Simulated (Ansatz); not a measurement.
Reaction (redistribution): `[NH2][Al]([F])[SH]` + `O[SiH]([SiH3])N[SiH3]` → `[NH2][Al]([F])[NH][SiH3]` + `O[SiH]([SiH3])S`

Computed with Ansatz on PBE0-D4/def2-TZVP structures; ΔE is electronic, products minus reactants. CBS: MP2 limit from def2 TZ/QZ plus the TZ coupled-cluster correction, frozen cores. Functionals use def2-TZVPP. B3LYP here is the variant with VWN-RPA as its local correlation; programs differ in this. Each species was taken in one conformer, which may not be the lowest.

(1) Is it downhill or uphill in electronic energy at CCSD(T)/CBS, and by how much? (Estimate.)

(2) What do these levels give: PBE0-D4, B3LYP-D4, B2PLYP, PBE, r2SCAN, B3LYP, HF/def2-TZVPP, MP2/def2-TZVPP, SCS-MP2/def2-TZVPP, CCSD(T)/def2-TZVPP, MP2/CBS(def2), CCSD/CBS(def2)? (Best estimate.)

Largest T1 diagnostic among the species: 0.012.

## Answers

(1) Ansatz gave: Uphill: ΔE = +4.0 kcal/mol.

(2) The calculation gave: PBE0-D4 4.2, B3LYP-D4 4.0, B2PLYP 3.5, PBE 3.3, r2SCAN 3.7, B3LYP 3.1, HF/def2-TZVPP 4.0, MP2/def2-TZVPP 4.0, SCS-MP2/def2-TZVPP 3.8, CCSD(T)/def2-TZVPP 4.2, MP2/CBS(def2) 3.8, CCSD/CBS(def2) 3.9 kcal/mol.

The D4 term adds +0.9 kcal/mol with B3LYP and +0.5 kcal/mol with PBE0; it sums over pairs of atoms, weighted by their polarisabilities, and B3LYP, whose exchange is more repulsive, gets the larger term.
